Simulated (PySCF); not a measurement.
Compound: C3H10SSi.
Cartesian coordinates in Å at the PBE0-D3(BJ)/def2-SVP level; atoms count from 1:
```xyz
15
C3H10SSi angstrom
Si    -2.2393    0.7123    0.6811
C     -0.6884    0.4558   -0.3633
C      0.4668   -0.2006    0.3905
C      1.6991   -0.3993   -0.4788
S      3.0774   -1.2422    0.3547
H     -1.9308    1.5715    1.8669
H     -2.7580   -0.6005    1.1761
H     -3.3077    1.3782   -0.1263
H     -0.3805    1.4390   -0.7616
H     -0.9679   -0.1519   -1.2421
H      0.7413    0.4148    1.2657
H      0.1602   -1.1791    0.7963
H      2.0479    0.5579   -0.8978
H      1.4612   -1.0494   -1.3364
H      3.2924   -0.2948    1.2933
```

Method: PBE0-D3(BJ)/def2-SVP geometry optimisation, gas phase in PySCF 2.14.0.

Masses are those of the commonest isotopes; rigid-rotor values at the optimised geometry. The values belong to one conformer with, in the numbering `[SiH3:1][CH2:2][CH2:3][CH2:4][SH:5]`, Si1–C2–C3–C4 180°, C2–C3–C4–S5 -178°, C3–C4–S5–H -63°.

What are A, B and C (MHz)?

Ia = 38.71, Ib = 577.17, Ic = 597.82 u·Å²; 505379 MHz·u·Å²/I gives A = 13057, B = 875.6, C = 845.4 MHz.

What kind of rotor is it?

A near-prolate asymmetric top. Ray's parameter κ = (2B − A − C)/(A − C) = -0.995; −1 is the prolate and +1 the oblate limit.

What does the inertial defect say?

Not planar: Δ = Ic − Ia − Ib = -18.06 u·Å². For a rigid frame Δ = −2 Σ m c², so Σ m c² = 9.03 u·Å² lies off the ab plane: 8.93 from hydrogen and 0.10 from heavier atoms. The atom farthest from that plane is 1.25 Å away.

Where do the levels up to J = 3 lie, in MHz?

Above 0(0,0):
J = 1: 1(0,1) 1721, 1(1,1) 13902, 1(1,0) 13933
J = 2: 2(0,2) 5163, 2(1,2) 17314, 2(1,1) 17405, 2(2,1) 53949, 2(2,0) 53949
J = 3: 3(0,3) 10326, 3(1,3) 22432, 3(1,2) 22613, 3(2,2) 59112, 3(2,1) 59112, 3(3,1) 120095, 3(3,0) 120095
The levels of one J sum to (2J + 1)J(J + 1)(A + B + C)/3.

Which lines would a microwave search look for?

The dipole components are |μa| = 0.76 D, |μb| = 0.71 D, |μc| = 0.78 D. Intensities carry the squares of the components, which stand as 0.96 : 0.84 : 1.00 (a : b : c). Some lines, for components of 0.1 D or more:

| type | branch | J(Ka,Kc) | MHz | lower level (cm⁻¹) |
| --- | --- | --- | --- | --- |
| a | R | 1(0,1) ← 0(0,0) | 1721 | 0.000 |
| a | R | 2(1,2) ← 1(1,1) | 3412 | 0.464 |
| a | R | 4(1,3) ← 3(1,2) | 6944 | 0.754 |
| a | R | 5(0,5) ← 4(0,4) | 8604 | 0.574 |
| a | R | 5(3,2) ← 4(3,1) | 8605 | 4.236 |
| c | Q | 5(1,5) ← 5(0,5) | 11971 | 0.861 |
| c | Q | 3(1,3) ← 3(0,3) | 12106 | 0.344 |
| c | Q | 1(1,1) ← 1(0,1) | 12181 | 0.057 |
| b | Q | 1(1,0) ← 1(0,1) | 12212 | 0.057 |
| b | R | 1(1,1) ← 0(0,0) | 13902 | 0.000 |
| b | R | 3(1,3) ← 2(0,2) | 17269 | 0.172 |
| c | R | 3(1,2) ← 2(0,2) | 17450 | 0.172 |
| b | R | 4(1,4) ← 3(0,3) | 18929 | 0.344 |
| b | Q | 5(2,3) ← 5(1,4) | 36365 | 1.275 |
| b | Q | 4(2,3) ← 4(1,4) | 36741 | 0.976 |
| b | R | 2(2,0) ← 1(1,1) | 40047 | 0.464 |
| c | R | 3(2,2) ← 2(1,2) | 41798 | 0.578 |
| c | R | 5(2,4) ← 4(1,4) | 45346 | 0.976 |
| c | R | 3(3,1) ← 2(2,1) | 66146 | 1.800 |
| b | R | 3(3,0) ← 2(2,1) | 66146 | 1.800 |
| b | R | 4(3,2) ← 3(2,1) | 67867 | 1.972 |
| b | R | 4(3,1) ← 3(2,2) | 67867 | 1.972 |
| b | R | 5(3,3) ← 4(2,2) | 69587 | 2.201 |
| c | Q | 4(4,1) ← 4(3,1) | 85376 | 4.236 |
| b | Q | 5(5,0) ← 5(4,1) | 109769 | 7.370 |

Whether it is a minimum is left open (no frequencies). No vibrational averaging or centrifugal distortion is included, and the geometry carries the error of its method. A rigid rotor knows nothing of internal rotation, which can split or shift real lines.
